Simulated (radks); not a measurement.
Problem. These are the eigenvalues of the occupied orbitals of an atom or ion with whole-number occupations (Ry). Calculated with a radial shooting solver on a logarithmic mesh with Libxc functionals: scalar-relativistic Kohn-Sham, SCAN, spin-unpolarised, spherical densities, finite nucleus; meta-GGA in the generalised Kohn-Sham scheme; Fermi nuclear charge, rms radius of each element as measured or else 0.836 A^(1/3) + 0.57 fm.

1s: -5134.389
2s: -905.9472
2p: -794.8079
3s: -225.9131
3p: -192.7835
3d: -154.6285
4s: -63.52477
4p: -52.52769
4d: -38.52066
5s: -24.12008
4f: -22.89027

Which element is it, and in what charge state? The configuration may be excited.

Solution. Z = 74, tungsten, charge +14: W14+ in [Kr] 4d10 4f12 5s2. The list shows which subshells hold electrons but not how many an open one holds; the 1s level, -2567.2 hartree, gives Z - s = 71.7 by -(Z - s)^2/2, which with screening and relativity narrows Z to a few neighbours, and the depths of the outer levels then fix element, charge and occupations together.
